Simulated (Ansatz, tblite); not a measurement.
Forces on the cluster B6Pt⁺ at its r2SCAN-D4/def2-SVP geometry. Total charge 1; doublet.

In the def2 sets Pt takes a core potential; there is no spin–orbit coupling. The xTB rows come from tblite. Another isomer (doublet) lies 1.15 eV lower at PBE0-D4/def2-TZVP; other spin states weren't run for this one.

GFN1-xTB (tblite), largest force 0.94 eV/Å:

```xyz
7
positions Å, forces eV/Å
Pt    0.953   -1.047    0.303   -0.494    0.544   -0.158
B     1.120    0.488   -1.412    0.010   -0.662    0.671
B    -0.337   -0.132   -1.342    0.076    0.228   -0.046
B    -0.198    0.720    1.172   -0.242   -0.047   -0.005
B    -1.246   -0.605   -0.117   -0.091    0.142    0.178
B    -1.003   -0.617    1.450    0.814   -0.243   -0.410
B     0.711    1.194   -0.053   -0.073    0.039   -0.229
```

GFN2-xTB (tblite), largest force 2.03 eV/Å:

```
Pt -0.107 0.118 -0.035
B -1.617 0.093 1.217
B 0.614 0.118 0.769
B 0.016 -0.810 -0.568
B 0.846 0.239 0.452
B 0.465 1.176 -1.585
B -0.216 -0.934 -0.251
```

PBE-D4/def2-TZVP (Ansatz), largest force 0.40 eV/Å:

```
Pt 0.163 -0.179 0.051
B -0.312 0.009 0.243
B 0.021 -0.017 -0.033
B 0.004 -0.008 0.043
B -0.018 -0.038 0.013
B 0.102 0.225 -0.311
B 0.041 0.008 -0.005
```
